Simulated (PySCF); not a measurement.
**CoBr: frontier orbitals**

ωB97M-V at R = 2.224 Å; PySCF, spin-free X2C with a Gaussian nucleus, basis sets Co x2c-TZVPPall, Br x2c-TZVPPall. State: triplet, unpaired electrons π ↑, δ ↑, a mixture of terms (⟨Lz²⟩ = 4.4). Only the outer orbitals are listed, counted within each symmetry.

```tsv
spin	orbital	occ.	ε (eV)	on Co (%)	main shells (%)
α	13σ	1	-12.04	55	53 Co d, 43 Br p
α	6π	1	-12.03	88	88 Co d, 11 Br p
α	2δ	1	-11.43	98	98 Co d
α	6π	1	-11.30	77	77 Co d, 22 Br p
α	2δ	1	-10.78	100	100 Co d
α	14σ	1	-9.78	64	44 Co d, 36 Br p, 18 Co s
α	7π	1	-9.48	14	86 Br p, 12 Co d
α	7π	1	-9.26	26	74 Br p, 23 Co d
α	15σ	0	-1.25	93	68 Co s, 22 Co p
α	8π	0	2.18	96	92 Co p
α	8π	0	2.18	97	92 Co p
β	13σ	1	-11.27	24	74 Br p, 17 Co d
β	6π	1	-10.53	45	54 Br p, 45 Co d
β	6π	1	-9.87	6	94 Br p
β	2δ	1	-9.51	100	100 Co d
β	14σ	1	-8.78	93	68 Co d, 24 Co s
β	7π	1	-8.68	57	55 Co d, 43 Br p
β	15σ	0	-1.00	93	58 Co s, 23 Co p, 12 Co d
β	7π	0	1.45	98	77 Co d, 21 Co p
β	2δ	0	1.77	100	94 Co d
```

**Question.** Which are the highest filled and the lowest empty level, where do they sit, and how wide is the gap?

**Answer.** Highest filled β 7π at -8.68 eV (in %: 55 Co d, 43 Br p); lowest empty α 15σ at -1.25 eV (in %: 68 Co s, 22 Co p); the gap at ωB97M-V is 7.43 eV.

```
bond order (Mayer)                               : 1.07
⟨S²⟩                                             : 2.047
charge on Co (Mulliken, basis-dependent)         : 0.40
charge on Co (Löwdin, basis-dependent)           : -0.07
dipole moment (positive dipole means Co(−)Br(+)) : -5.01 D
```

Spin–orbit coupling is left out. With d or f electrons several states lie close, and the lowest PBE0 determinant need not be the measured ground state.
